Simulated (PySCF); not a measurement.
Molecule: `C#C[Si@H]([SiH3])C#N`, C₃H₅NSi₂.

Numbering as in the mapped SMILES `[CH:1]#[C:2][Si@H:3]([SiH3:4])[C:5]#[N:6]` (H(Xn): hydrogen on atom n).

Geometry PBE0-D3(BJ)/def2-SVP throughout; GIAO in PySCF, gas phase, one conformer, non-relativistic; equivalent atoms averaged; functional PBE0.

(1) How do the absolute shieldings σ depend on the basis set? (ppm; last column core-seconds on shared hosts with different chips, so compare them loosely)

(2) Which nucleus moves most, in ppm?

(3) Taking the largest basis, IGLO-III (278 functions), as the yardstick, rank the others by their worst heavy-atom deviation.

Results:

(1) 
```tsv
basis set	functions	C5	C1	C2	Si3	Si4	N6	H(C1)	H(Si3)	H(Si4)	core-s
STO-3G	43	136.0	149.4	173.4	588.2	603.9	29.4	29.71	29.91	30.54	2.5
6-31G	72	82.0	99.0	128.5	508.5	519.4	-70.4	29.66	27.97	29.14	4.9
pcSseg-0	72	59.9	76.7	113.2	484.0	500.2	-117.1	30.12	27.81	29.17	5.3
6-31G*	102	84.8	96.3	127.1	489.6	482.0	-64.9	29.37	27.18	28.14	6.7
def2-SVP	117	80.1	92.1	122.3	505.5	501.1	-75.6	28.96	26.73	27.64	7.2
cc-pVDZ	117	82.8	94.2	124.4	504.3	501.6	-72.9	28.79	26.60	27.62	11
aug-cc-pVDZ	191	77.1	95.9	122.1	496.6	507.9	-66.5	28.81	26.41	27.53	25
6-311+G(2d,p)	208	64.8	78.6	108.8	434.6	444.2	-96.3	28.90	26.44	27.51	17
def2-TZVP	228	64.2	78.8	108.1	423.1	434.3	-100.9	28.98	26.44	27.50	20
cc-pVTZ	258	66.6	79.2	110.1	446.4	458.3	-99.9	28.85	26.47	27.53	34
IGLO-III	278	58.2	73.2	103.5	435.6	447.0	-107.3	28.81	26.41	27.48	42
```

(2) Si4 (silicon bonded to Si, 3 H): from 434.3 ppm with def2-TZVP to 603.9 ppm with STO-3G. The smallest spread is 1.33 ppm, at H(C1). Proton shifts span only some 12 ppm, so a few tenths of a ppm matter as much there as several ppm in carbon.

(3) 6-311+G(2d,p) 11.0 ppm (208 functions), cc-pVTZ 11.3 ppm (258 functions), def2-TZVP 12.7 ppm (228 functions), pcSseg-0 53.1 ppm (72 functions), 6-31G* 54.0 ppm (102 functions), aug-cc-pVDZ 61.0 ppm (191 functions), cc-pVDZ 68.7 ppm (117 functions), def2-SVP 69.9 ppm (117 functions), 6-31G 72.9 ppm (72 functions), STO-3G 156.9 ppm (43 functions).

A small basis that lands close on one nucleus may do so by chance; judge by the trend and by all nuclei.
